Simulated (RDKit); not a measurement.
RDKit input (UFF):

```python
from rdkit import Chem
from rdkit.Chem import AllChem, rdDetermineBonds

mol = Chem.MolFromXYZFile('mol.xyz')
rdDetermineBonds.DetermineBonds(mol, charge=0)
print('SMILES', Chem.MolToSmiles(Chem.RemoveHs(mol)))
ff = AllChem.UFFGetMoleculeForceField(mol)
e0 = ff.CalcEnergy()
flag = ff.Minimize(maxIts=5000, forceTol=1e-5)
print(f'energy {e0:.4f} -> {ff.CalcEnergy():.4f} kcal/mol, converged: {flag == 0}')
print(Chem.MolToXYZBlock(mol))
```
mol.xyz:
```
15

C      1.96671800     1.33625500    -0.10266100
C      0.67226100     1.05137200     0.07329700
B      0.06283600    -0.37103800    -0.07869600
C      0.92942500    -1.62546800    -0.45992000
C     -1.46269900    -0.60006400     0.14812500
C     -2.34504400     0.34948800     0.47654800
H      2.36276000     2.34008800     0.01059800
H      2.68782300     0.57203600    -0.36891600
H      0.03007800     1.88845100     0.33893800
H      1.99328500    -1.44854000    -0.61496100
H      0.82526900    -2.39366200     0.31556600
H      0.52843700    -2.08631800    -1.37051100
H     -1.85696200    -1.60940600     0.03354800
H     -3.39934300     0.13949400     0.62387800
H     -2.04949300     1.38354700     0.61300900
```

Output:

```
SMILES C=CB(C)C=C
energy 8.4611 -> 4.7792 kcal/mol, converged: True
15

C      2.026698    0.983326    0.762880
C      0.712335    0.916206    0.528689
B      0.027008   -0.339732   -0.152508
C      0.911541   -1.595399   -0.590576
C     -1.530521   -0.401552   -0.421912
C     -2.384941    0.576624   -0.106248
H      2.445545    1.867511    1.232596
H      2.700277    0.175186    0.497088
H      0.102897    1.762321    0.821799
H      1.671880   -1.273876   -1.332022
H      1.419327   -2.020982    0.299517
H      0.276654   -2.381673   -1.048899
H     -1.926164   -1.296135   -0.892798
H     -3.441161    0.456435   -0.324781
H     -2.066025    1.497975    0.365019
```

The geometry given is a B3LYP-D3(BJ)/def2-TZVP minimum.
